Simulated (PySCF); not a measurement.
C3H6N2Si.

```xyz
12

C      0.0000     1.4433    -0.2397
N      0.0000     1.2880     1.0272
C      0.0000     0.0000     1.6855
N      0.0000    -1.2880     1.0272
C      0.0000    -1.4433    -0.2397
Si     0.0000     0.0000    -1.4640
H      0.0000     2.4917    -0.5916
H      0.8698     0.0000     2.3691
H     -0.8698     0.0000     2.3691
H      0.0000    -2.4917    -0.5916
H     -1.2091     0.0000    -2.3381
H      1.2091     0.0000    -2.3381
```

Geometry optimised at B3LYP-D3(BJ)/def2-SVP. This is a generated structure with no PubChem entry under its InChIKey; it may be hypothetical. One conformer was computed; it need not be the lowest.

The numbers are results of KT2/pcSseg-1 run with PySCF, not measurements. Non-relativistic, no solvent.

Computed absolute GIAO shielding of each atom: isotropic value and principal components (ppm):
```csv
atom,σ(iso),σ11,σ22,σ33,span
C1,22.6,-82.6,13.7,136.6,219.2
N2,-179.5,-634.6,-178.0,274.0,908.6
C3,103.9,72.7,109.3,129.6,57.0
N4,-179.5,-634.6,-178.0,274.0,908.6
C5,22.6,-82.6,13.7,136.6,219.2
Si6,497.9,447.5,480.3,566.0,118.4
H7,22.1,19.7,20.9,25.8,6.1
H8,24.7,23.1,24.6,26.2,3.1
H9,24.7,23.1,24.6,26.2,3.1
H10,22.1,19.7,20.9,25.8,6.1
H11,27.4,24.8,25.5,31.9,7.1
H12,27.4,24.8,25.5,31.9,7.1
```
